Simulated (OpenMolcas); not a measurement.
Computed levels of 3s² 3p² in ions with 14 electrons, in cm-1 above ³P₀.

```yaml
Program: OpenMolcas 26.06
Method: MS-CASPT2, IPEA 0.25 Eh, imaginary shift 0.1 Eh
Basis: ANO-R3
Scalar_Hamiltonian: X2C, finite nucleus
Spin-orbit_coupling: state interaction with AMFI integrals over the reference wave functions, term energies averaged over their components
```

Active space for each ion: 4 electrons in 4 orbitals (3s 3p); closed shells correlated by CASPT2: 2s 2p.

```json
{"Level": "³P₁", "S2+": "270", "Ar4+": "701"}
{"Level": "³P₂", "S2+": "757", "Ar4+": "1875"}
{"Level": "¹D₂", "S2+": "10600", "Ar4+": "15570"}
{"Level": "¹S₀", "S2+": "25520", "Ar4+": "36430"}
```

Problem. Estimate ³P₂, ¹D₂, ¹S₀ for Cl3+ from its neighbours S2+ and Ar4+.

Solution. ³P₂ is fine structure, which grows about as the fourth power of a screened charge, so the fourth roots are averaged: ((757^0.25 + 1875^0.25) / 2)^4 = 1222. The calculation gives 1230, so the estimate is off by -0.7 %; the measured value is 1341 (Moore, Atomic Energy Levels, vol. I, NSRDS-NBS 35 (1971 reprint of NBS Circular 467, 1949)).
¹D₂ is another term, which grows about linearly with the charge: (10600 + 15570) / 2 = 13085. The calculation gives 13020, so the estimate is off by +0.5 %; the measured value is 13766 (Moore, Atomic Energy Levels, vol. I, NSRDS-NBS 35 (1971 reprint of NBS Circular 467, 1949)).
¹S₀ is another term, which grows about linearly with the charge: (25520 + 36430) / 2 = 30975. The calculation gives 30900, so the estimate is off by +0.2 %; the measured value is 32550 (Moore, Atomic Energy Levels, vol. I, NSRDS-NBS 35 (1971 reprint of NBS Circular 467, 1949)).

CASPT2 breaks the degeneracy within a term, and the mean is taken; among the terms shown or strongly mixed into the levels shown the widest spread is 85 cm-1 (3s² 3p² ¹D, Cl3+). Over all roots computed the reference weight is 0.84 to 0.98 in S2+, 0.85 to 0.98 in Cl3+, 0.85 to 0.98 in Ar4+; the roots of lowest weight are the least certain, and an intruder state may touch them. Measured partners are found by configuration, term and J. A level has none where our copy of the source lacks it or the pairing is in doubt (some pairs that miss far off the trend of their configuration count as doubtful), and it then counts in no deviation. Levels of configurations outside the active space are missing.
